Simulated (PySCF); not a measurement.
**Shifts of the heteroatoms**

Structure with atom numbers: `[CH2:1]=[CH:2][SiH2:3][C@@H:4]([C:5]#[N:6])[O:7][SiH3:8]`. Hydrogens are named by the atom that carries them. Ha(C1) is cis to Si3; Ha(Si3) is pro-R; Hb(Si3) is pro-S; Hb(C1) is trans to Si3.

PySCF 2.14 calculation with geometry from GFN2-xTB and shielding tensors at PBE0/pcSseg-1 (GIAO); equivalent nuclei averaged, relativity neglected, one computed conformer, isolated molecule.

(1) Predict the $^{29}$Si NMR data.

(2) Predict the $^{15}$N NMR data.

(3) Where does $^{17}$O resonate?

## Answers

(1) 
| atoms | environment | σ (ppm) | δ (ppm) |
| --- | --- | --- | --- |
| Si8 | silicon bonded to O, 3 H | 381.9 | -34.0 |
| Si3 | silicon bonded to 2 C, 2 H | 389.8 | -40.4 |

Shieldings were converted by a linear fit to measured shifts: $^{29}$Si: δ = 279.94 − 0.822σ (rms 8.9 ppm, 72 shifts, 25.8 ppm with the 6 outliers that the fit left out vs TMS, solution or neat liquid). A few per cent of atoms miss by over 2 rms, more outside the fitted compound classes.

On a 300 MHz spectrometer $^{29}$Si resonates near 59.6 MHz, so 1 ppm is 59.6 Hz.

(2) 
```
atoms       environment  σ (ppm)  δ (ppm)
   N6  nitrile nitrogen    -51.8   -100.3
```

Shieldings were converted by a linear fit to measured shifts: $^{15}$N: δ = -148.07 − 0.921σ (rms 6.3 ppm, 71 shifts vs CH3NO2, solution or neat liquid). A few per cent of atoms miss by over 2 rms, more outside the fitted compound classes.

On a 300 MHz spectrometer $^{15}$N resonates near 30.4 MHz, so 1 ppm is 30.4 Hz.

(3) 
```
atoms             environment  σ (ppm)  δ (ppm)
   O7  oxygen bonded to C, Si    338.6    -41.7
```

Shieldings were converted by a linear fit to measured shifts: $^{17}$O: δ = 266.70 − 0.911σ (rms 10.7 ppm, 155 shifts, 12.2 ppm with the 3 outliers that the fit left out vs liquid water, solution or neat liquid). Occasional misses reach two or three times the rms, and more in compound classes unlike the fitted ones.

On a 500 MHz spectrometer $^{17}$O resonates near 67.8 MHz, so 1 ppm is 67.8 Hz.
